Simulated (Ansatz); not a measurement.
Ideal-gas functions of `[SiH3][O][Cd][Br]` at 400 K and 1 bar, from an Ansatz frequency run at PBE0-D4/def2-TZVP.

Molar mass 239.43 g/mol, point group Cs (symmetry number 1), electronic degeneracy 1, moments of inertia 19.694, 840.986, 854.869 u Å². Harmonic wavenumbers (cm⁻¹, unscaled): 35, 50, 101, 124, 255, 462, 722, 727, 951, 960, 993, 1001, 2178, 2186, 2218.

Use S(trans) = R[1.5 ln M + 2.5 ln T − 1.1517]; rotational temperatures θ = 24.2544 K / I; S(rot) = R[ln(√π/σ · √(T³/θAθBθC)) + 1.5]; for each mode x = 1.438777 ν̃/T, S = R[x/(eˣ − 1) − ln(1 − e⁻ˣ)] and H = RT x/(eˣ − 1); 1 cm⁻¹ = 0.0119627 kJ/mol; R = 8.31446 J/(mol·K).

Task: By hand: the entropy, in J/(mol·K).

Result: Translation 183.3. Rotation: θ = 1.2316, 0.0288, 0.0284 K, giving 120.6. Vibration, mode by mode: 25.55, 22.59, 16.78, 15.10, 9.32, 4.99, 2.38, 2.35, 1.24, 1.21, 1.10, 1.07, 0.03, 0.03, 0.03, in all 103.7. Electronic 0.0. Sum 407.6 J/(mol·K).

Task: By hand: H − E and G − E in kJ/mol, counted from the electronic energy.

Result: Zero-point energy ½ × 12963 × 0.0119627 = 77.5; thermal vibration 17.7; translation, rotation and pV give 4 RT = 13.3. H − E = 108.5 kJ/mol, and G − E = 108.5 − 400 × 407.6/1000 = -54.5 kJ/mol.

Vibration gives 25 % of the entropy, 80.0 J/(mol·K) of it from the modes under 150 cm⁻¹: soft modes count most, and the harmonic formula is weakest for them. The sum counts one conformer and one mirror image; others add a mixing term.
